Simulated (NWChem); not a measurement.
The numbers come from NWChem runs, not from measurements. System: CH6HfO, charge 0, spin multiplicity 1, at a geometry optimised with B3LYP/def2-SVP with def2 effective core potentials on Hf. The structure started from a generated list of species. Level: B3LYP/def2-SVPD with def2 effective core potentials on Hf, VWN1-RPA local correlation.

The NWChem input:

```
start mol
memory heap 200 mb stack 800 mb global 1000 mb
geometry units angstroms nocenter noautoz
  Hf     0.335262    -0.345752     0.000000
  O     -0.987383     1.017252     0.000000
  C     -1.961463     2.024067     0.000000
  H     -1.486667     3.019598     0.000000
  H     -2.600705     1.941063    -0.895057
  H     -2.600705     1.941063     0.895057
  H     -0.533933    -1.995651     0.000000
  H      1.375492    -0.147181     1.535433
  H      1.375492    -0.147181    -1.535433
  symmetry group Cs
end
basis spherical
  * library def2-svpd
end
ecp
  Hf library def2-ecp
end
dft
  xc b3lyp
  semidirect memsize 60000000 filesize 0
  iterations 100
end
task dft energy
```

Output (cleaned and shortened):

```
             Northwest Computational Chemistry Package (NWChem) 7.3.0
             --------------------------------------------------------

                                NWChem Input Module
                                -------------------

 Scaling coordinates for geometry "geometry" by  1.889725989
 (inverse scale =  0.529177249)

 Turning off AUTOSYM since
 SYMMETRY directive was detected!

                             Geometry "geometry" -> ""
                             -------------------------

 Output coordinates in angstroms (scale by  1.889725989 to convert to a.u.)

  No.       Tag          Charge          X              Y              Z
 ---- ---------------- ---------- -------------- -------------- --------------
    1 Hf                  72.0000     0.33526200    -0.34575200     0.00000000
    2 O                    8.0000    -0.98738300     1.01725200     0.00000000
    3 C                    6.0000    -1.96146300     2.02406700     0.00000000
    4 H                    1.0000    -1.48666700     3.01959800     0.00000000
    5 H                    1.0000    -2.60070500     1.94106300    -0.89505700
    6 H                    1.0000    -2.60070500     1.94106300     0.89505700
    7 H                    1.0000    -0.53393300    -1.99565100     0.00000000
    8 H                    1.0000     1.37549200    -0.14718100     1.53543300
    9 H                    1.0000     1.37549200    -0.14718100    -1.53543300

 Effective nuclear repulsion energy (a.u.)     362.6433243690

            Nuclear Dipole moment (a.u.)
            ----------------------------
        X                 Y               Z
 ---------------- ---------------- ----------------
    -0.0000075589    -0.0000283459     0.0000000000

      Symmetry information
      --------------------

 Group name             Cs
 Group number              2
 Group order               2
 No. of unique centers     7

      Symmetry unique atoms

     1    2    3    4    5    7    8


 Summary of "ao basis" -> "" (spherical)
 ------------------------------------------------------------------------------
       Tag                 Description            Shells   Functions and Types
 ---------------- ------------------------------  ------  ---------------------
 *                         def2-svpd                  on all atoms

                                 NWChem DFT Module
                                 -----------------

 Summary of "ao basis" -> "ao basis" (spherical)
 ------------------------------------------------------------------------------
       Tag                 Description            Shells   Functions and Types
 ---------------- ------------------------------  ------  ---------------------
 Hf                        def2-svpd                13       35   6s4p2d1f
 O                         def2-svpd                 9       23   4s3p2d
 C                         def2-svpd                 8       20   4s2p2d
 H                         def2-svpd                 4        8   2s2p

 Summary of "ao basis" -> "ao basis" (spherical)
 ------------------------------------------------------------------------------
       Tag                 Description            Shells   Functions and Types
 ---------------- ------------------------------  ------  ---------------------
 Hf                        def2-svpd                13       35   6s4p2d1f
 O                         def2-svpd                 9       23   4s3p2d
 C                         def2-svpd                 8       20   4s2p2d
[...]
 d= 0,ls=0.0,diis     6   -164.8894461251 -3.40D-03  5.74D-04  7.89D-03    13.3
 d= 0,ls=0.0,diis     7   -164.8903544080 -9.08D-04  2.05D-04  1.80D-04    14.8
 d= 0,ls=0.0,diis     8   -164.8903393026  1.51D-05  9.01D-05  3.94D-04    16.3
 d= 0,ls=0.0,diis     9   -164.8903772140 -3.79D-05  3.25D-05  2.53D-05    17.8
 d= 0,ls=0.0,diis    10   -164.8903800353 -2.82D-06  9.52D-06  7.85D-07    19.3
 d= 0,ls=0.0,diis    11   -164.8903801721 -1.37D-07  2.07D-06  2.22D-08    20.8

         Total DFT energy =     -164.890380172112
      One electron energy =     -426.197896104647
           Coulomb energy =      188.210794730830
    Exchange-Corr. energy =      -22.123713817863
 Nuclear repulsion energy =       95.220435019568

 Numeric. integr. density =       32.000006175182

     Total iterative time =     19.7s

                  Occupations of the irreducible representations
                  ----------------------------------------------

                     irrep           alpha         beta
                     --------     --------     --------
                     a'               12.0         12.0
                     a"                4.0          4.0

                       DFT Final Molecular Orbital Analysis
                       ------------------------------------

 Vector   14  Occ=2.000000D+00  E=-3.251762D-01  Symmetry=a'
              MO Center=  6.4D-01, -6.6D-01,  8.2D-13, r^2= 3.5D+00
   Bfn.  Coefficient  Atom+Function         Bfn.  Coefficient  Atom+Function
  ----- ------------  ---------------      ----- ------------  ---------------
     5      0.552854  1 Hf s                  3     -0.370790  1 Hf s
   103      0.234275  7 H  s                111      0.233902  8 H  s
   119      0.233902  9 H  s                  2      0.220226  1 Hf s
    19      0.179446  1 Hf d -2               4     -0.125781  1 Hf s
    62     -0.124499  3 C  s                  6      0.114815  1 Hf s

 Vector   15  Occ=2.000000D+00  E=-2.822674D-01  Symmetry=a'
              MO Center=  7.5D-02, -1.1D+00, -1.7D-11, r^2= 3.2D+00
   Bfn.  Coefficient  Atom+Function         Bfn.  Coefficient  Atom+Function
  ----- ------------  ---------------      ----- ------------  ---------------
   103      0.363541  7 H  s                 21     -0.288492  1 Hf d  0
   104      0.186284  7 H  s                111     -0.181875  8 H  s
   119     -0.181875  9 H  s                 19      0.172162  1 Hf d -2
    16     -0.168030  1 Hf px                23     -0.167934  1 Hf d  2
    17     -0.162587  1 Hf py                 7      0.154124  1 Hf px

 Vector   16  Occ=2.000000D+00  E=-2.821871D-01  Symmetry=a"
              MO Center=  1.1D+00, -1.1D-01,  1.7D-11, r^2= 3.2D+00
   Bfn.  Coefficient  Atom+Function         Bfn.  Coefficient  Atom+Function
  ----- ------------  ---------------      ----- ------------  ---------------
    22      0.359475  1 Hf d  1             111     -0.314833  8 H  s
   119      0.314833  9 H  s                 18     -0.233684  1 Hf pz
     9      0.214695  1 Hf pz               112     -0.161682  8 H  s
   120      0.161682  9 H  s                 42     -0.116109  2 O  pz
    20     -0.106974  1 Hf d -1              45     -0.085832  2 O  pz

 Vector   17  Occ=0.000000D+00  E=-6.099099D-02  Symmetry=a"
              MO Center=  2.5D-01, -7.6D-01,  1.9D-11, r^2= 3.1D+00
   Bfn.  Coefficient  Atom+Function         Bfn.  Coefficient  Atom+Function
  ----- ------------  ---------------      ----- ------------  ---------------
    20      0.719311  1 Hf d -1              15     -0.255226  1 Hf pz
    25      0.201625  1 Hf d -1              22     -0.183689  1 Hf d  1
    18     -0.130534  1 Hf pz                 9      0.118924  1 Hf pz
    42     -0.079242  2 O  pz                48      0.075766  2 O  pz
    27     -0.072947  1 Hf d  1             112     -0.070585  8 H  s

 Vector   18  Occ=0.000000D+00  E=-6.095240D-02  Symmetry=a'
              MO Center=  7.5D-01, -2.7D-01, -2.1D-11, r^2= 3.1D+00
   Bfn.  Coefficient  Atom+Function         Bfn.  Coefficient  Atom+Function
  ----- ------------  ---------------      ----- ------------  ---------------
    21      0.547275  1 Hf d  0              23     -0.398526  1 Hf d  2
    19     -0.303577  1 Hf d -2              13     -0.184149  1 Hf px
    14     -0.178100  1 Hf py                26      0.166439  1 Hf d  0
    28     -0.096845  1 Hf d  2              16     -0.094655  1 Hf px
    24     -0.093249  1 Hf d -2              17     -0.091483  1 Hf py

 Vector   19  Occ=0.000000D+00  E=-4.620954D-02  Symmetry=a'
              MO Center=  7.5D-01, -7.7D-01,  3.0D-13, r^2= 5.3D+00
   Bfn.  Coefficient  Atom+Function         Bfn.  Coefficient  Atom+Function
  ----- ------------  ---------------      ----- ------------  ---------------
    39      0.744633  2 O  s                 62     -0.497276  3 C  s
    19     -0.475969  1 Hf d -2              14     -0.361153  1 Hf py
    13      0.348977  1 Hf px                17     -0.309669  1 Hf py
    16      0.299609  1 Hf px                21     -0.274768  1 Hf d  0
    61     -0.178667  3 C  s                 47      0.165497  2 O  py

 center of mass
 --------------
 x =   0.14564602 y =  -0.15021036 z =   0.00000000

 moments of inertia (a.u.)
 ------------------
         403.820590660006         347.424862095976           0.000000000000
         347.424862095976         382.265364933179           0.000000000000
           0.000000000000           0.000000000000         740.613476586728

     Multipole analysis of the density
     ---------------------------------

     L   x y z        total         alpha         beta         nuclear
     -   - - -        -----         -----         ----         -------
     0   0 0 0     -0.000000    -16.000000    -16.000000     32.000000

     1   1 0 0     -0.616856     18.698175     18.698175    -38.013206
     1   0 1 0      0.638853    -19.281856    -19.281856     39.202564
     1   0 0 1     -0.000000     -0.000000     -0.000000      0.000000

     2   2 0 0    -28.664541   -107.249193   -107.249193    185.833845
     2   1 1 0     -3.520721     82.466573     82.466573   -168.453866
     2   1 0 1     -0.000000     -0.000000     -0.000000      0.000000
     2   0 2 0    -28.434458   -112.374003   -112.374003    196.313548
     2   0 1 1     -0.000000     -0.000000     -0.000000      0.000000
     2   0 0 2    -32.084827    -27.322268    -27.322268     22.559710

 Task  times  cpu:       20.9s     wall:       20.9s

 Total times  cpu:       20.9s     wall:       20.9s
```
